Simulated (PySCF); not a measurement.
AsSbSbSb tetrahedron, Sb3As.
Bonds: As1–Sb2, As1–Sb3, As1–Sb4, Sb2–Sb3, Sb2–Sb4, Sb3–Sb4.

Computed by this run: PBE0-D3(BJ)/def2-SVP geometry optimisation, gas phase, def2 core potentials past Kr in PySCF; density fitting, grid level 1; the optimiser is geomeTRIC in internal coordinates, started from a GFN2-xTB structure with every atom displaced at random (about 0.03 Å).

Step 4: E = -80443.7332 eV
```
atom  x, y, z in Å  |  force x, y, z in eV/Å
As1     1.3549    0.6621    0.4577    0.028  -0.021   0.010
Sb2    -1.1696    1.1942   -0.1413   -0.029   0.023  -0.005
Sb3     0.3165   -0.7653   -1.5153   -0.016  -0.006  -0.043
Sb4    -0.4185   -1.1815    1.1684    0.017   0.004   0.038
```

Step 5: E = -80443.7219 eV
```
atom  x, y, z in Å  |  force x, y, z in eV/Å
As1     1.3466    0.6740    0.4372    0.187  -0.082   0.330
Sb2    -1.1596    1.1986   -0.1265   -0.219   0.080  -0.150
Sb3     0.3257   -0.7729   -1.4940   -0.050  -0.027  -0.440
Sb4    -0.4293   -1.1901    1.1527    0.082   0.030   0.260
```

Step 6: E = -80443.7325 eV
```
atom  x, y, z in Å  |  force x, y, z in eV/Å
As1     1.3509    0.6678    0.4477    0.080  -0.078   0.143
Sb2    -1.1650    1.1965   -0.1341   -0.104   0.055  -0.067
Sb3     0.3211   -0.7690   -1.5050   -0.033  -0.004  -0.217
Sb4    -0.4237   -1.1857    1.1609    0.057   0.028   0.141
```

Question: Estimate the geometry and energy of step 7. (The exact step hangs on the optimiser's Hessian estimate; all steps are aligned on step 6, rigid shifts and turns removed.)

Answer: E = -80443.7346 eV, largest force 0.123 eV/Å
```
atom  x, y, z in Å  |  force x, y, z in eV/Å
As1     1.3524    0.6646    0.4528    0.049  -0.059   0.067
Sb2    -1.1674    1.1960   -0.1378   -0.057   0.033  -0.032
Sb3     0.3190   -0.7673   -1.5103   -0.026   0.004  -0.120
Sb4    -0.4206   -1.1837    1.1648    0.034   0.022   0.085
```

The energy changes by -0.0021 eV. The first-order estimate −F·Δx gives -0.0036 eV and the mean of the old and new forces, exact on a quadratic surface, -0.0028 eV. The step makes an angle of 23° with the force vector and moves no atom by more than 0.006 Å.

What follows is the cost of the whole optimisation. The run took 98 s wall on one thread, Arm Neoverse V1 (aarch64), on a shared host, and the process peaked at 0.45 GiB of memory.
